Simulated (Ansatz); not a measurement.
Start from `CC1(I)CC1` and change one atom or group to get `BC1(C)CC1`.

Ansatz, PBE0-D4/def2-TZVP geometries, multiplicity 1. 

Elements past krypton have def2 core potentials.

```
                               property  `CC1(I)CC1`
     HOMO energy (PBE0/def2-TZVPP) / eV        -7.01
HOMO–LUMO gap (ωB97M-V/def2-TZVPP) / eV        10.35
      HOMO energy (PBE/def2-TZVPP) / eV        -5.88
  HOMO–LUMO gap (B3LYP/def2-TZVPP) / eV         5.77
   HOMO–LUMO gap (PBE0/def2-TZVPP) / eV         6.24
    LUMO energy (B3LYP/def2-TZVPP) / eV        -1.01
```

Q: Give the same properties after the change, and the shifts. (Estimate.)

A: Ansatz gave: 
| property | `BC1(C)CC1` | shift |
| --- | --- | --- |
| HOMO energy (PBE0/def2-TZVPP) / eV | -8.11 | -1.10 |
| HOMO–LUMO gap (ωB97M-V/def2-TZVPP) / eV | 11.11 | 0.76 |
| HOMO energy (PBE/def2-TZVPP) / eV | -6.92 | -1.04 |
| HOMO–LUMO gap (B3LYP/def2-TZVPP) / eV | 6.58 | 0.81 |
| HOMO–LUMO gap (PBE0/def2-TZVPP) / eV | 7.03 | 0.79 |
| LUMO energy (B3LYP/def2-TZVPP) / eV | -1.31 | -0.30 |

With PBE0 the HOMO falls by 1.10 eV and the LUMO falls by 0.31 eV, so the gap widens by about 0.79 eV. PBE moves the HOMO by -1.04 eV and ωB97M-V by -1.17 eV.

B3LYP here is the variant with VWN-RPA as its local correlation; programs differ in this.

Spin–orbit coupling is left out; it splits and shifts lone-pair levels of the heavy atoms by tenths of an eV.
